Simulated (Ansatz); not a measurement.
Reactions of CH5BO2S2 (`CSSB(O)O`).

Gas-phase electronic energies from Ansatz, PBE0-D4/def2-TZVP geometries. CCSD(T)/CBS is the MP2 limit (def2-TZVPP, def2-QZVPP) plus CCSD(T) − MP2 in def2-TZVPP, frozen cores. This one scheme is used for every species, atoms too. For atomizations the MP2-based limit and the directly extrapolated one differ by several kJ/mol either way, and by 10 to 25 for some Ge, Se and Sn compounds, so smaller differences from it don't rank the levels. DFT in def2-TZVPP. B3LYP here is the variant with VWN-RPA as its local correlation; programs differ in this. No spin–orbit coupling; open shells (•) take unrestricted orbitals. Spin–orbit coupling would lower the free atoms: a little for B, C, O, S. Elements past krypton have def2 core potentials. Bonds to Br, Se, Te are less sure, by a few kJ/mol each and by 10 to 20 or more in all where they break to atoms, as the def2 sets lack core-valence functions. Scalar relativity is left out up to krypton. One conformer a species, not always the lowest.

```csv
reaction,B3LYP-D4 (eV),MP2/CBS(def2) (eV),PBE-D4 (eV)
`CSSB(O)O` + `[SiH3][TeH]` → `OB(O)[Te][SiH3]` + `CSS`,0.32,0.24,0.30
`CSSB(O)O` + H₂S → `OB(O)S` + `CSS`,0.17,0.18,0.19
`CSSB(O)O` + HBr → `OB(O)Br` + `CSS`,-0.04,-0.07,0.00
`CSSB(O)O` → B• + C• + 5 H• + 2 O• + 2 S•,44.37,45.74,45.80
`CSSB(O)O` + H₂ → `OBO` + `CSS`,0.47,0.57,0.57
`CSSB(O)O` + `FC(F)(F)[SeH]` → `OB(O)[Se]C(F)(F)F` + `CSS`,0.12,0.12,0.15
`CSSB(O)O` + HCl → `OB(O)Cl` + `CSS`,-0.16,-0.13,-0.10
```

(1) Give the CCSD(T)/CBS values in the same order. (Best estimate.)

Largest T1 diagnostic: 0.014, for B•.

## Answers

(1) The calculation gave: 0.27, 0.16, -0.07, 44.48, 0.48, 0.10, -0.15 eV.
